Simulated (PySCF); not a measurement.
The dipole of `[SiH3]n1nncc1C1CC1` from its density and from atomic charges.

Coordinates (GFN2-xTB, Å) and charges (e) from the PBE0/pcSseg-1 density (PySCF):

```json
{"atom": "Si1", "x": "-2.191", "y": "-1.088", "z": "1.232", "Mulliken": "+0.6198", "IAO": "+0.7489", "Hirshfeld": "+0.3856", "ESP-fitted": "+0.5367"}
{"atom": "N2", "x": "-1.461", "y": "0.304", "z": "0.443", "Mulliken": "-0.6453", "IAO": "-0.2629", "Hirshfeld": "-0.0663", "ESP-fitted": "+0.2107"}
{"atom": "N3", "x": "-2.194", "y": "1.431", "z": "0.321", "Mulliken": "-0.0287", "IAO": "-0.1186", "Hirshfeld": "-0.0854", "ESP-fitted": "-0.2728"}
{"atom": "N4", "x": "-1.503", "y": "2.323", "z": "-0.260", "Mulliken": "-0.2382", "IAO": "-0.1759", "Hirshfeld": "-0.1403", "ESP-fitted": "-0.3351"}
{"atom": "C5", "x": "-0.283", "y": "1.828", "z": "-0.549", "Mulliken": "-0.0349", "IAO": "-0.1480", "Hirshfeld": "-0.0541", "ESP-fitted": "+0.1279"}
{"atom": "C6", "x": "-0.234", "y": "0.523", "z": "-0.104", "Mulliken": "+0.3382", "IAO": "+0.0519", "Hirshfeld": "+0.0328", "ESP-fitted": "+0.0202"}
{"atom": "C7", "x": "0.820", "y": "-0.488", "z": "-0.147", "Mulliken": "-0.2535", "IAO": "-0.1473", "Hirshfeld": "-0.0406", "ESP-fitted": "-0.3842"}
{"atom": "C8", "x": "2.258", "y": "-0.064", "z": "0.003", "Mulliken": "-0.1634", "IAO": "-0.2811", "Hirshfeld": "-0.0803", "ESP-fitted": "-0.2472"}
{"atom": "C9", "x": "1.759", "y": "-0.528", "z": "-1.325", "Mulliken": "-0.1632", "IAO": "-0.2810", "Hirshfeld": "-0.0802", "ESP-fitted": "-0.2421"}
{"atom": "H10", "x": "-2.152", "y": "-2.188", "z": "0.266", "Mulliken": "-0.0784", "IAO": "-0.1208", "Hirshfeld": "-0.0682", "ESP-fitted": "-0.1250"}
{"atom": "H11", "x": "-1.354", "y": "-1.399", "z": "2.393", "Mulliken": "-0.0773", "IAO": "-0.1205", "Hirshfeld": "-0.0682", "ESP-fitted": "-0.1226"}
{"atom": "H12", "x": "-3.527", "y": "-0.627", "z": "1.559", "Mulliken": "-0.0441", "IAO": "-0.0802", "Hirshfeld": "-0.0513", "ESP-fitted": "-0.0992"}
{"atom": "H13", "x": "0.458", "y": "2.421", "z": "-1.044", "Mulliken": "+0.0738", "IAO": "+0.1645", "Hirshfeld": "+0.0584", "ESP-fitted": "+0.1185"}
{"atom": "H14", "x": "0.533", "y": "-1.435", "z": "0.294", "Mulliken": "+0.1365", "IAO": "+0.1479", "Hirshfeld": "+0.0480", "ESP-fitted": "+0.2294"}
{"atom": "H15", "x": "2.457", "y": "0.988", "z": "0.135", "Mulliken": "+0.1428", "IAO": "+0.1557", "Hirshfeld": "+0.0514", "ESP-fitted": "+0.1379"}
{"atom": "H16", "x": "2.918", "y": "-0.709", "z": "0.562", "Mulliken": "+0.1366", "IAO": "+0.1559", "Hirshfeld": "+0.0534", "ESP-fitted": "+0.1559"}
{"atom": "H17", "x": "2.072", "y": "-1.494", "z": "-1.688", "Mulliken": "+0.1366", "IAO": "+0.1560", "Hirshfeld": "+0.0535", "ESP-fitted": "+0.1579"}
{"atom": "H18", "x": "1.617", "y": "0.207", "z": "-2.102", "Mulliken": "+0.1429", "IAO": "+0.1556", "Hirshfeld": "+0.0514", "ESP-fitted": "+0.1330"}
```

Q: What dipole does each set of charges give (1 e·Å = 4.803 D), and what does the density give?

A: The full density gives (2.74, -4.09, 0.43) D, 4.94 D in size; dipole vectors point from the negative to the positive end.

```tsv
scheme	μx	μy	μz	size (D)	share of the full size (%)	angle to the full dipole (°)
Mulliken	4.19	-4.67	0.10	6.27	127	9
IAO	1.54	-4.64	1.09	5.01	101	17
Hirshfeld	1.20	-2.93	0.59	3.22	65	13
ESP-fitted	2.77	-3.99	0.39	4.87	99	1
```

Q: Which set comes closest?

A: Length of the difference vector: ESP-fitted 0.11 D, IAO 1.48 D, Mulliken 1.59 D, Hirshfeld 1.93 D. Closest: ESP-fitted. ESP charges are fitted to the potential around the molecule, whose slowest-falling term is the dipole's. 

Q: What is left for the Hirshfeld atoms' own dipoles?

A: The Hirshfeld atoms' densities add up to the full density, so μ = Σ q r + Σ (atomic dipoles). The atomic dipoles sum to (2.74, -4.09, 0.43) − (1.20, -2.93, 0.59) = (1.54, -1.16, -0.16) D, 1.93 D in size.

Q: With the origin at the mean of the coordinates, (0.000, 0.000, -0.001) Å, which are the largest single terms, by size, of the IAO dipole along the direction of the full one?

A: N4 +2.35, C8 -1.76, C9 -1.75, H16 +1.69, H17 +1.68 D; all 18 atoms together +4.79 D. The single terms depend on the origin, their sum doesn't.

Q: Give the size of the full dipole in other units.

A: 4.94 D = 1.945 au = 1.029 e·Å = 16.49 × 10⁻³⁰ C·m.

Geometry: GFN2-xTB, one conformer, isolated molecule.

The values belong to the conformer `[SiH3:1][n:2]1[n:3][n:4][cH:5][c:6]1[CH:7]1[CH2:8][CH2:9]1`: C5–C6–C7–C8 35°.
